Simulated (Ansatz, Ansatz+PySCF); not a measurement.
```json
{"atom": "C", "x (Å)": "0.0492", "y (Å)": "-0.0039", "z (Å)": "-1.1115"}
{"atom": "Cl", "x (Å)": "-0.0238", "y (Å)": "0.0320", "z (Å)": "0.6259"}
{"atom": "H", "x (Å)": "0.0162", "y (Å)": "-1.0678", "z (Å)": "-1.5142"}
{"atom": "H", "x (Å)": "-0.8477", "y (Å)": "0.5190", "z (Å)": "-1.4786"}
{"atom": "H", "x (Å)": "0.9417", "y (Å)": "0.5312", "z (Å)": "-1.4586"}
```

Basis set: def2-SVP (spherical functions). Frozen core: 6 orbitals. Charge 0, multiplicity 1.

Computed with Ansatz (development build ahead of 0.2.0); each method stands on the lowest determinant of its kind that the runs found. Restricted open shells among the atoms or ions are ROHF, correlated in semicanonical orbitals with singles. Restricted functionals stand beside restricted open-shell atoms, which can lie above the unrestricted atoms usual in DFT and then raise those values.

(1) Give the atomization energy at this shape (free ground-state atoms in the same class of orbitals less the molecule, no zero-point energy) of singlet CH3Cl by ωB97X (restricted), ωB97X (unrestricted), r²SCAN (restricted), r²SCAN (unrestricted), PBE0 (restricted), PBE0 (unrestricted), PBE (unrestricted), PBE (restricted), RHF-CCSD(T), RHF-MP2, RHF, UHF.

## Answers

(1)

```
               method  atomization energy
   ωB97X (restricted)     393.92 kcal/mol
 ωB97X (unrestricted)     391.39 kcal/mol
  r²SCAN (restricted)     395.66 kcal/mol
r²SCAN (unrestricted)     392.63 kcal/mol
    PBE0 (restricted)     395.13 kcal/mol
  PBE0 (unrestricted)     393.18 kcal/mol
   PBE (unrestricted)     397.73 kcal/mol
     PBE (restricted)     399.15 kcal/mol
          RHF-CCSD(T)     372.55 kcal/mol
              RHF-MP2     372.93 kcal/mol
                  RHF     299.41 kcal/mol
                  UHF     294.42 kcal/mol
```
